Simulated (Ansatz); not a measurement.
Molecule: CaCl₂, net charge -1, doublet state. 
Coordinates optimised at B3LYP-D3(BJ)/def2-TZVP (Ansatz, an electronic-structure program):
```xyz
3

Ca    -0.4094     0.5425    -0.2849
Cl     1.8522     0.0866    -1.3754
Cl    -1.3705    -0.7249     1.7106
```
Charge -1, spin multiplicity 2.

Basis-set convergence of Hartree-Fock and MP2 correlation energies (hartree) with Ansatz. Valence correlation only, unless marked. Open shells are spin-unrestricted. Spin-orbit coupling is left out. Frozen are the shells of the preceding noble gas and the d and f shells that filled before the atom's block. The outer core of K, Ca and their heavier congeners is not correlated, a term that matters for these elements. Non-relativistic. This anion needs diffuse functions, which these sets lack.

```
basis       functions        E(HF)  E(corr, MP2)
----------  ---------  -----------  ------------
def2-SVP           60  -1595.59893      -0.27830
def2-TZVPP        120            …             …
```

**Question.** What belongs in the gaps?

**Answer.** 
- def2-TZVPP, E(HF): -1596.00463
- def2-TZVPP, E(corr, MP2): -0.40575
